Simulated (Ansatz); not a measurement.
Harmonic frequencies (cm⁻¹) at PBE0-D4/def2-TZVP from Ansatz: 79, 119, 135, 301, 320, 353, 415, 537, 570, 600, 607, 699, 785, 825, 835, 856, 1252, 1341, 1451, 1454, 1918, 2097, 3060, 3067, 3148, 3152, 3159.

(1) Which molecule is it?
A. `O[SiH2][SiH2]CCl`
B. `C=C([SeH])B[SiH3]`
C. `[CH3][GeH]1[CH2][AlH]1`
D. `NC(F)O[SiH3]`

Results:

(1) C.
